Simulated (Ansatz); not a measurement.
AlH₂I, SMILES `[AlH2][I]`, 4 atoms. Total charge 0; spin multiplicity 1. Correlated methods include outer-core shells of I, which these sets cover unevenly. I: def2 effective core potential. All runs use 4 threads of an Arm Neoverse V2 on a shared host. Correlated methods freeze the cores. Open-shell runs search over several starts.

How many basis functions does each run have, and how long does it take in Ansatz? RKS PBE0-D4/def2-QZVPP energy; UKS B2PLYP (frozen core)/def2-TZVPP energy of the cation; direct RPA on PBE orbitals/def2-TZVPP energy; UKS B3LYP-D4/def2-TZVPP energy of the cation; UKS ωB97X-V/def2-TZVPP energy of the cation; RKS B2PLYP (frozen core)/def2-TZVPP energy; RKS ωB97M-V/def2-SVP energy; UHF-MP2/def2-QZVPP energy of the cation; UKS r2SCAN-D4/def2-TZVPP energy of the cation; UKS PBE0-D4/def2-TZVPP energy of the cation; RKS PBE0-D4/def2-TZVP relaxation (4 steps); RKS r2SCANh-D4/def2-TZVPP energy. (Best estimate.)

Ansatz gave: Other jobs shared the machine, so times are rough.

```
                                level                   job  functions  wall time  peak host memory (GiB)
direct RPA on PBE orbitals/def2-TZVPP                energy        120        1 s                     0.2
  RKS B2PLYP (frozen core)/def2-TZVPP                energy        120      1.1 s                    0.19
            RKS r2SCANh-D4/def2-TZVPP                energy        120      1.2 s                     0.2
               RKS PBE0-D4/def2-QZVPP                energy        212      1.4 s                    0.43
              UKS B3LYP-D4/def2-TZVPP  energy of the cation        120      1.6 s                    0.25
                 RKS ωB97M-V/def2-SVP                energy         54      1.6 s                    0.16
               UKS PBE0-D4/def2-TZVPP  energy of the cation        120        2 s                    0.26
  UKS B2PLYP (frozen core)/def2-TZVPP  energy of the cation        120      2.9 s                    0.26
                RKS PBE0-D4/def2-TZVP  relaxation (4 steps)         99      3.3 s                    0.17
               UKS ωB97X-V/def2-TZVPP  energy of the cation        120        8 s                    0.47
                   UHF-MP2/def2-QZVPP  energy of the cation        212        9 s                    0.53
             UKS r2SCAN-D4/def2-TZVPP  energy of the cation        120        9 s                    0.26
```

B3LYP here is the variant with VWN-RPA as its local correlation; programs differ in this.
